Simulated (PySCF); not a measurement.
**InBi: from constants to spectrum**

UHF-CCSD(T) constants of InBi, ³Σ⁻ (triplet), unpaired electrons π ↑↑ (basis In cc-pVDZ-PP with ECP28, Bi cc-pVDZ-PP with ECP60; scalar-relativistic core potentials; PySCF 2.14; masses 114.9039 and 208.9804 u):

- ωe: 120.1 cm⁻¹
- ωexe: 0.233 cm⁻¹
- Be: 0.024169 cm⁻¹
- αe: 6.59e-05 cm⁻¹
- D (centrifugal): 3.91e-09 cm⁻¹
- De to In + Bi: 1.15 eV

Q: Give the vibrational terms G(v) and spacings up to v = 6.

A: G(v) = ωe(v+½) − ωexe(v+½)².

```json
{"v": "0", "G(v) (cm⁻¹)": "60.0", "G(v) − G(v−1)": "", "Bv (cm⁻¹)": "0.02414"}
{"v": "1", "G(v) (cm⁻¹)": "179.6", "G(v) − G(v−1)": "119.6", "Bv (cm⁻¹)": "0.02407"}
{"v": "2", "G(v) (cm⁻¹)": "298.8", "G(v) − G(v−1)": "119.2", "Bv (cm⁻¹)": "0.02400"}
{"v": "3", "G(v) (cm⁻¹)": "417.5", "G(v) − G(v−1)": "118.7", "Bv (cm⁻¹)": "0.02394"}
{"v": "4", "G(v) (cm⁻¹)": "535.7", "G(v) − G(v−1)": "118.2", "Bv (cm⁻¹)": "0.02387"}
{"v": "5", "G(v) (cm⁻¹)": "653.5", "G(v) − G(v−1)": "117.8", "Bv (cm⁻¹)": "0.02381"}
{"v": "6", "G(v) (cm⁻¹)": "770.8", "G(v) − G(v−1)": "117.3", "Bv (cm⁻¹)": "0.02374"}
```

Q: How well does the Morse estimate ωe²/(4ωexe) reproduce De, and what is D0?

A: It gives 1.92 eV, 167 % of the computed De. D0 = De − G(0) = 1.15 − 0.01 = 1.14 eV.

Correlated steps freeze 8 core orbitals. Correlated levels converge slowly with the basis: in double zeta they bind strong bonds too weakly, by up to about 1 eV, and carry superposition errors of some tenths. These are scalar-relativistic numbers at best; spin–orbit coupling would shift them, the dissociation energy most. The state was picked by a PBE0 search and need not be the measured ground state.
